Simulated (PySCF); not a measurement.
Working with the constants of AsPb

PBE constants of AsPb, ²Π (doublet), unpaired electrons π ↑ (As def2-SVP, Pb def2-SVP with ECP60; scalar-relativistic core potentials (PySCF 2.14); masses 74.9216 and 207.9766 u):

| Quantity | Value |
| --- | --- |
| ωe | 240.1 cm⁻¹ |
| ωexe | 0.504 cm⁻¹ |
| Be | 0.04687 cm⁻¹ |
| αe | 0.000122 cm⁻¹ |
| D (centrifugal) | 7.15e-09 cm⁻¹ |
| De to As + Pb | 2.74 eV |

**Question.** Give the vibrational terms G(v) and spacings up to v = 6.

**Answer.** G(v) = ωe(v+½) − ωexe(v+½)².

```json
{"v": "0", "G(v) (cm⁻¹)": "119.9", "G(v) − G(v−1)": "", "Bv (cm⁻¹)": "0.04681"}
{"v": "1", "G(v) (cm⁻¹)": "359.0", "G(v) − G(v−1)": "239.1", "Bv (cm⁻¹)": "0.04669"}
{"v": "2", "G(v) (cm⁻¹)": "597.1", "G(v) − G(v−1)": "238.1", "Bv (cm⁻¹)": "0.04657"}
{"v": "3", "G(v) (cm⁻¹)": "834.2", "G(v) − G(v−1)": "237.1", "Bv (cm⁻¹)": "0.04644"}
{"v": "4", "G(v) (cm⁻¹)": "1070.2", "G(v) − G(v−1)": "236.1", "Bv (cm⁻¹)": "0.04632"}
{"v": "5", "G(v) (cm⁻¹)": "1305.3", "G(v) − G(v−1)": "235.1", "Bv (cm⁻¹)": "0.04620"}
{"v": "6", "G(v) (cm⁻¹)": "1539.4", "G(v) − G(v−1)": "234.1", "Bv (cm⁻¹)": "0.04608"}
```

**Question.** How well does the Morse estimate ωe²/(4ωexe) reproduce De, and what is D0?

**Answer.** It gives 3.55 eV, 129 % of the computed De. D0 = De − G(0) = 2.74 − 0.01 = 2.73 eV.

These are scalar-relativistic numbers at best; spin–orbit coupling would shift them, the dissociation energy most. The state is the lowest determinant that a PBE0 search found; another state may lie lower at other levels.
